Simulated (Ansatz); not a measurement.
Total energies of GeH3Se (`[GeH3][Se]`) radical.

Z-matrix (Å, degrees):
```
Ge
Se 1 2.345
H 1 1.536 2 110.6
H 1 1.537 2 104.9 3 -118.8
H 1 1.536 2 110.6 3 122.4
```

The species carries charge 0 and has multiplicity 2. Correlated methods include outer-core shells of Ge, Se, which these sets cover unevenly. Scalar relativity is left out up to krypton. The geometry is a stationary point of PBE0-D4/def2-TZVP. Basis def2-TZVPP, Ansatz 0.2.0.

| functional | kind | energy without D4 (Eh) | D4 term (kJ/mol) |
| --- | --- | --- | --- |
| PBE | GGA | -4479.65881 | -8.2 |
| revPBE | GGA | -4479.98440 | -21.0 |
| B97M-V | meta-GGA with VV10 | -4479.51866 | – |
| B3LYP | global hybrid, 20 % | -4480.43027 | -13.5 |
| r2SCANh | meta-GGA hybrid, 10 % | -4480.31168 | -1.9 |
| r2SCAN0 | meta-GGA hybrid, 25 % | -4480.29778 | -2.1 |
| HSE06 (plane-wave form) | screened hybrid | -4479.79842 | -6.5 |
| CAM-B3LYP | range-separated hybrid | -4480.58676 | -7.1 |
| B2PLYP | double hybrid | -4479.59194 | – |
| PBE-QIDH | double hybrid | -4479.14970 | – |

(1) Give the same for LDA (SPW92), BLYP, r2SCAN, PBE0, BHLYP, LC-ωPBE, ωB97X-V, ωB97M-V. (Best estimate.)

B3LYP takes the VWN-RPA correlation (the form of Gaussian; ORCA's B3LYP/G). HSE06 is the plane-wave form, built on full-range PBE exchange. The double hybrids freeze the cores in their second-order part.

## Answers

(1) Computed: 
| functional | kind | energy without D4 (Eh) | D4 term (kJ/mol) |
| --- | --- | --- | --- |
| LDA (SPW92) | LDA | -4473.72500 | – |
| BLYP | GGA | -4480.42932 | -17.6 |
| r2SCAN | meta-GGA | -4480.32177 | -1.7 |
| PBE0 | global hybrid, 25 % exact exchange | -4479.79520 | -6.9 |
| BHLYP | global hybrid, 50 % | -4480.31342 | -12.3 |
| LC-ωPBE | long-range corrected hybrid | -4479.74423 | – |
| ωB97X-V | range-separated hybrid GGA with VV10 | -4479.93062 | – |
| ωB97M-V | range-separated hybrid meta-GGA with VV10 | -4480.08157 | – |

LC-ωPBE has ω = 0.4 bohr⁻¹.
